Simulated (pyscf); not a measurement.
`[O]=[Mo](=[O])=[O]`, singlet

Gas-phase minimum from PySCF at ωB97X-D3(BJ)/def2-SVP, one conformer. 

SMILES: [O]=[Mo](=[O])=[O]
```xyz
4

O      1.6530    -0.5981    -0.6902
Mo     0.1479    -0.0410    -1.2073
O     -0.1177     1.5538    -0.7286
O     -1.0969    -1.0552    -0.6930
```

Bonds (Å): O1–Mo2 1.686, Mo2–O3 1.686, Mo2–O4 1.686. Angles (°): O1–Mo2–O3 111.5, O1–Mo2–O4 111.5, O3–Mo2–O4 111.5.

Properties at ωB97X-D3(BJ)/def2-SVP:

```json
{
  "harmonic_wavenumbers_unscaled": "231, 342, 342, 1029, 1029, 1067 cm⁻¹",
  "zero_point_energy": "5.8 kcal/mol",
  "rotational_symmetry_number": "3",
  "Entropy of this conformer at 298 K and 1 atm, rigid rotor and harmonic oscillator, modes under 100 cm⁻¹ raised to 100": "284.4 J/(mol K)",
  "dipole_moment": "4.89 D"
}
```

Single-point totals, which compare only within one level:

```tsv
level	total energy (hartree)
ωB97X-D3(BJ)/def2-TZVP	-294.06619
PBE/def2-TZVP	-293.88459
r²SCAN/def2-TZVP	-293.99578
B3LYP-D3(BJ)/def2-TZVP	-294.07024
PBE0-D3(BJ)/def2-TZVP	-293.78960
M06-2X/def2-TZVP	-293.80901
ωB97M-D3(BJ)/def2-TZVP	-294.03072
```

Elements past Kr carry the def2 core potentials, without spin-orbit coupling.
